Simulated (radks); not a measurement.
Results of a calculation; reference values are marked as such.
Q: These are the eigenvalues of the occupied orbitals of an atom or ion with whole-number occupations (eV). Code: a radial shooting solver on a logarithmic mesh with Libxc functionals. Model: scalar-relativistic Kohn-Sham, r2SCAN, spin-polarised, spherical densities, finite nucleus; meta-GGA in the generalised Kohn-Sham scheme; Fermi nuclear charge, rms radius of each element as measured or else 0.836 A^(1/3) + 0.57 fm.

1s up: -17881.24
1s down: -17880.98
2s up: -2501.795
2s down: -2501.439
2p up: -2230.223
2p down: -2229.816
3s up: -427.3083
3s down: -426.9735
3p up: -337.9112
3p down: -337.4937
3d up: -191.6982
3d down: -191.1197
4s up: -70.3312
4s down: -67.0984
4p up: -47.1845
4p down: -43.7947
4d up: -15.2159
5s up: -13.0063
5p up: -8.3562

Which element is it, and in what charge state? The configuration may be excited. Open shells, if any, are filled with parallel spins first.

A: Z = 40, zirconium, charge +1: Zr+ in [Ar] 3d10 4s2 4p5 4d2 5s1 5p1. The list shows which subshells hold electrons but not how many an open one holds; the 1s level, -657.12 hartree, gives Z - s = 36.3 by -(Z - s)^2/2, which with screening and relativity narrows Z to a few neighbours, and the depths of the outer levels then fix element, charge and occupations together.
